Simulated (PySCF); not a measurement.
**Computed structure and properties of [La(H2CO)]3+**

System: [La(H2CO)]3+ (singlet); start: template (C2v). Method: PySCF 2.14.0, RKS BP86, La lcecp-1-SVP with ECP46, O def2-SVP, C def2-SVP, H def2-SVP; non-relativistic Hamiltonian with scalar-relativistic core potentials where named; density fitting; no spin-orbit coupling.

Input of the relaxation:

```python
mol = gto.M(atom='''
La     0.00000     0.00000    -0.56297
O      0.00000     0.00000     1.99703
C      0.00000     0.00000     3.21703
H      0.94000    -0.00000     3.79703
H     -0.94000     0.00000     3.79703''',
    basis={'La': 'lcecp-1-SVP', 'O': 'def2-SVP', 'C': 'def2-SVP', 'H': 'def2-SVP'},
    ecp={'La': 'lcecp-1-SVP'},
    charge=3, spin=0)
mf = dft.RKS(mol, xc='B88,P86')
mf.grids.atom_grid = (50, 194)  # f atoms: unpruned, at least (60, 302)
mf = mf.density_fit()  # fitting sets: La AutoAux, O def2-universal-JKFIT, C def2-universal-JKFIT, H def2-universal-JKFIT
mf.conv_tol = 1e-08; mf.max_cycle = 55
mf.kernel(dm0)  # dm0: converged density of the start geometry
# quasi-Newton relaxation in Cartesian coordinates to a largest gradient under 0.00045 Eh/bohr, steps kept in the point group
```

Run from Python with OMP_NUM_THREADS=2; the lines above give its settings. Where DIIS fails, smearing, a level shift and second-order steps follow.
It took 11 s on 2 threads of Arm Neoverse V2, with other jobs on the host, from the converged density of the start.

Course of the relaxation:

| step | energy above end (eV) | largest force component within the symmetry (eV/Å) |
| --- | --- | --- |
| 0 | 0.4948 | 4.306 |
| 1 | 0.2488 | 1.822 |
| 2 | 0.0371 | 0.984 |
| 3 | 0.0080 | 0.869 |
| 4 | 0.0003 | 0.159 |
| 5 | 0.0000 | 0.008 |
| 6 | 0.0000 | 0.002 |

Relaxed geometry (C2v):

```xyz
5

La    0.0000    0.0000   -0.3226
O     0.0000    0.0000    1.9103
C     0.0000    0.0000    3.1861
H     0.9788    0.0000    3.7356
H    -0.9788    0.0000    3.7356
```

```csv
contact,Å
La1–O2 (H2CO),2.233
```

On the finer grid (75, 302):

* HOMO: -23.16 eV
* LUMO: -19.90 eV
* Dipole about the centre of mass: 3.90 D
* Set of Mulliken populations of La1 outside the core potential: s 2.03, p 6.03, d 0.45, f 0.03
* D3(BJ) dispersion energy (not in the energies): -0.170 eV

```csv
atom,Mulliken (e),Löwdin (e),spin (e)
La1,2.46,2.34,0.00
O2,-0.33,-0.10,0.00
C3,0.35,0.49,0.00
H4,0.26,0.13,0.00
H5,0.26,0.13,0.00
```

The large-core potential holds the 4f shell empty.

On the grid (50, 194), as all that follows. Harmonic modes: a minimum; lowest 239 cm⁻¹ (negative: unstable), highest 3054 cm⁻¹, zero-point energy 0.746 eV.

Taking off one H2CO (charge 0, singlet; the rest: singlet) in vacuum, both parts rigid, costs 5.59 eV; the small basis without counterpoise inflates it. Parting with an electron moved from the ligand to the metal can be far cheaper, even downhill.

Rigid scan of H2CO along the line from its metal:

| distance to O2 (Å) | energy (eV) |
| --- | --- |
| 1.93 | 0.964 |
| 2.03 | 0.366 |
| 2.13 | 0.079 |
| 2.23 | 0.000 |
| 2.33 | 0.058 |
| 2.43 | 0.201 |
| 2.63 | 0.605 |

One start shape was tried, so this needn't be the lowest isomer.
